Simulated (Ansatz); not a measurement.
`N=[C](Cl)[AlH][F]` + CH₃NH₂ → `C[NH][AlH][F]` + `N=CCl`  (ligand exchange at the Al–C bond)

Gas-phase electronic energies from Ansatz, PBE0-D4/def2-TZVP geometries. CBS: MP2 limit from def2 TZ/QZ plus the TZ coupled-cluster correction, frozen cores. This one scheme is used for every species. DFT in def2-TZVPP. B3LYP here is the variant with VWN-RPA as its local correlation; programs differ in this. HSE06 is defined as in plane-wave codes. Each species was taken in one conformer, which may not be the lowest.

Question: Is it downhill or uphill in electronic energy at CCSD(T)/CBS, and by how much? (Best estimate.)

Answer: Computed: Downhill: ΔE = -78.5 kJ/mol.

Question: What do these levels give: PBE-D4, r2SCANh-D4, HSE06-D4, BHLYP-D4, revPBE, BLYP, B3LYP, CAM-B3LYP, MP2/def2-SVP, CCSD(T)/def2-TZVPP, SCS-MP2/def2-QZVPP, MP2/CBS(def2)? (Best estimate.)

Answer: Ansatz gave: PBE-D4 -71.1, r2SCANh-D4 -79.3, HSE06-D4 -76.1, BHLYP-D4 -82.7, revPBE -69.0, BLYP -73.9, B3LYP -78.8, CAM-B3LYP -84.1, MP2/def2-SVP -84.3, CCSD(T)/def2-TZVPP -79.6, SCS-MP2/def2-QZVPP -82.6, MP2/CBS(def2) -81.3 kJ/mol.

Largest T1 diagnostic among the species: 0.014.

Leaving LDA and LC-ωPBE aside and taking each functional with its dispersion term where it has one, the values, not all of them listed here, spread over 14.2 kJ/mol, from CAM-B3LYP-D4 to revPBE-D4. LDA lies −8.3 kJ/mol from PBE without D4. From BLYP to BHLYP (50 % exact exchange), in def2-TZVPP and without D4, ΔE moves by −10.7 kJ/mol. In def2-TZVPP, CCSD(T) changes the Hartree–Fock value by +7.3 kJ/mol (the triples alone add +2.8 kJ/mol) and MP2 by +4.4 kJ/mol.
